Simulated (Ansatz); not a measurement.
Relaxation of CH6AlBS (10 atoms, charge 0, multiplicity 1), to a largest force component of 0.015 eV/Å in at most 40 steps.

The calculation used RHF/cc-pVDZ in Ansatz.

```xyz
10
Properties=species:S:1:pos:R:3
B -1.278 1.511 -1.146
Al 0.559 0.853 -0.710
S 1.034 0.254 1.412
C 1.564 1.866 1.947
H -1.595 1.851 -2.285
H -2.138 1.665 -0.306
H 1.684 0.711 -1.858
H 2.478 2.139 1.313
H 1.950 1.810 3.018
H 0.846 2.634 1.825
```

Task: Where does it end, and by what steps?

Result: The forces met the threshold. After 38 steps the energy has fallen by 0.886 eV; H6 moved furthest, 2.06 Å.

```json
{"step": "0", "energy less start (eV)": "0.0000", "largest force component (eV/Å)": "3.795", "accepted": "yes"}
{"step": "2", "energy less start (eV)": "-0.4390", "largest force component (eV/Å)": "0.567", "accepted": "yes"}
{"step": "4", "energy less start (eV)": "-0.4538", "largest force component (eV/Å)": "0.028", "accepted": "yes"}
{"step": "6", "energy less start (eV)": "-0.4595", "largest force component (eV/Å)": "0.144", "accepted": "yes"}
{"step": "8", "energy less start (eV)": "-0.4786", "largest force component (eV/Å)": "0.564", "accepted": "yes"}
{"step": "10", "energy less start (eV)": "-0.5290", "largest force component (eV/Å)": "0.810", "accepted": "yes"}
{"step": "12", "energy less start (eV)": "-0.7179", "largest force component (eV/Å)": "0.454", "accepted": "yes"}
{"step": "14", "energy less start (eV)": "-0.8058", "largest force component (eV/Å)": "0.225", "accepted": "yes"}
{"step": "16", "energy less start (eV)": "-0.8177", "largest force component (eV/Å)": "0.039", "accepted": "yes"}
{"step": "18", "energy less start (eV)": "-0.8191", "largest force component (eV/Å)": "0.045", "accepted": "yes"}
{"step": "20", "energy less start (eV)": "-0.8225", "largest force component (eV/Å)": "0.050", "accepted": "yes"}
{"step": "22", "energy less start (eV)": "-0.8269", "largest force component (eV/Å)": "0.220", "accepted": "yes"}
{"step": "24", "energy less start (eV)": "-0.8508", "largest force component (eV/Å)": "0.186", "accepted": "yes"}
{"step": "26", "energy less start (eV)": "-0.8589", "largest force component (eV/Å)": "0.078", "accepted": "yes"}
{"step": "28", "energy less start (eV)": "-0.8675", "largest force component (eV/Å)": "0.233", "accepted": "yes"}
{"step": "30", "energy less start (eV)": "-0.8781", "largest force component (eV/Å)": "0.144", "accepted": "yes"}
{"step": "32", "energy less start (eV)": "-0.8773", "largest force component (eV/Å)": "0.336", "accepted": "no"}
{"step": "34", "energy less start (eV)": "-0.8842", "largest force component (eV/Å)": "0.050", "accepted": "yes"}
{"step": "36", "energy less start (eV)": "-0.8799", "largest force component (eV/Å)": "0.257", "accepted": "no"}
{"step": "38", "energy less start (eV)": "-0.8862", "largest force component (eV/Å)": "0.007", "accepted": "yes"}
```

```xyz
10
Properties=species:S:1:pos:R:3
B -0.994 1.866 -1.049
Al 0.859 0.768 -1.025
S 2.150 0.706 0.769
C 1.307 1.756 2.019
H -2.032 1.386 -0.673
H -1.066 3.001 -1.443
H 1.428 -0.069 -2.247
H 1.523 2.808 1.842
H 1.701 1.475 2.993
H 0.230 1.597 2.023
```

Whether the end is a true minimum wasn't checked by a vibrational analysis.

The run took 98 s on 1 thread of Arm Neoverse V1, with other jobs on the host, peak memory 0.17 GiB.
